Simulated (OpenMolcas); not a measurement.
# Cl3+: Slater's ratio, the spin-orbit constant, worked from levels

```json
{
 "Program": "OpenMolcas",
 "Basis": "ANO-R3 [6s5p4d3f1g]",
 "Scalar Hamiltonian": "X2C, finite nucleus",
 "Active space": "4 electrons in 4 orbitals (3s 3p)",
 "State averaging": "2S+1 = 3 even, 6 roots; 2S+1 = 1 even, 12 roots; 2S+1 = 5 odd, 1 root; 2S+1 = 3 odd, 9 roots; 2S+1 = 1 odd, 8 roots",
 "Spin-orbit coupling": "RASSI with atomic mean-field integrals over the reference wave functions, term energies averaged over their components"
}
```

Methods: CASSCF; MS-CASPT2, IPEA 0.25 Eh, imaginary shift 0.1 Eh (closed shells correlated: 2s 2p). Measured levels: Moore, Atomic Energy Levels, vol. I, NSRDS-NBS 35 (1971 reprint of NBS Circular 467, 1949).

**Slater's ratio.** With one set of orbitals, p2 has 1D - 3P = 6 F2 and 1S - 1D = 9 F2 (F2 = F²/25), a ratio of 3/2. Term energies are centres of gravity, weighted by 2J + 1.

```json
{"Source": "CASSCF", "1D - 3P": "16005", "1S - 3P": "29906", "F2 from the first": "2668", "Ratio": "0.869"}
{"Source": "MS-CASPT2", "1D - 3P": "12183", "1S - 3P": "30068", "F2 from the first": "2030", "Ratio": "1.468"}
{"Source": "measured", "1D - 3P": "12857", "1S - 3P": "31641", "F2 from the first": "2143", "Ratio": "1.461"}
```

Energies in cm-1. A ratio away from 3/2 shows effects beyond one configuration with one set of orbitals, and in heavier atoms second-order spin-orbit shifts. In CASSCF the valence s occupation is 1.91 in 1S against 1.97 in 1D: mixing out of s² acts most on 1S and pulls it down.

**The spin-orbit constant.** For the Hund term 3P of p2, E(J) = (A/2) J(J+1) + constant and ζ = 2S·A = 2A. From J = 0 to J = 2 the energy changes by 3 A.

```
   Source  E(2) - E(0)      A    ζ
   CASSCF       1229.5  409.8  820
MS-CASPT2       1229.8  409.9  820
 measured       1341.0  447.0  894
```

All in cm-1. MS-CASPT2 is off by -8.3 % and CASSCF by -8.3 %. Both methods take the spin-orbit matrix elements from the reference wave functions, so the second can move ζ only through the term energies and any multistate remixing. Second-order mixing with other terms is absorbed into this ζ.

CASPT2 does not keep the components of a term degenerate, so their means are used; among the terms shown or strongly mixed into the levels shown the widest spread is 85 cm-1 (3s2 3p2 1D, MS-CASPT2). Over all roots computed the reference weight is 0.85 to 0.98 in MS-CASPT2; the roots of lowest weight are the least certain, and an intruder state may touch them. Measured partners are found by configuration, term and J. A level has none where our copy of the source lacks it or the pairing is in doubt (some pairs that miss far off the trend of their configuration count as doubtful), and it then counts in no deviation. Levels of configurations outside the active space are missing.
